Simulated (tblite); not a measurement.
**Question.** Give a GFN2-xTB geometry of `C#C[CH]COC=O` [radical]. (Doublet state.)

**Answer.** 
```
atom  x, y, z in Å
C1     3.2058   -0.3462    0.6279
C2     2.0929   -0.0741    0.2165
C3     0.8460    0.2130   -0.2430
C4    -0.3692   -0.4741    0.2602
O5    -1.3408    0.4943    0.7117
C6    -2.4633    0.6002    0.0309
O7    -2.7923   -0.0363   -0.9263
H8     4.1700   -0.5628    0.9784
H9     0.7175    0.9815   -0.9896
H10   -0.8475   -1.0674   -0.5351
H11   -0.1378   -1.1182    1.1124
H12   -3.0801    1.3894    0.4948
```

Any rigid rotation of these coordinates is as good. Atoms count from 1 in this order. C3 (carbon bonded to 2 C and H) is planar (angles 122.6°, 119.6° and 117.8°, sum 360.0°, 0.01 Å off the plane of its three neighbours). Of the pairs four or more bonds apart, O7···H10 is among the closest relative to their van der Waals radii: 2.24 Å, 82 % of the sum of Bondi's values. The C–C distances run from 1.217 Å (C1≡C2, drawn triple) to 1.484 Å (C3–C4, drawn single), a spread of 0.267 Å. The 3 C–O bonds span 1.196 Å (C6=O7, drawn double) to 1.444 Å (C4–O5, drawn single), a spread of 0.248 Å.

Bonds between heavy atoms (Å): C1≡C2 1.217, C2–C3 1.359, C3–C4 1.484, C4–O5 1.444, O5–C6 1.317, C6=O7 1.196.

The geometry is computed with GFN2-xTB (gas phase). This method treats the open shell by occupation alone, without spin polarisation.

Point group: C1 (no symmetry element, even within 0.4 Å). Its GFN2-xTB frequencies are all real (lowest 19 cm⁻¹). Torsions: C2–C3–C4–O5 126°, C3–C4–O5–C6 113°, C4–O5–C6–O7 1°.

Hardware: an Arm Neoverse V2 with one thread, no GPU, shared host with 96 logical CPUs at a one-minute load of 41. Cost: 0.45 s. This is the geometry optimisation.

One conformer stands for the species.
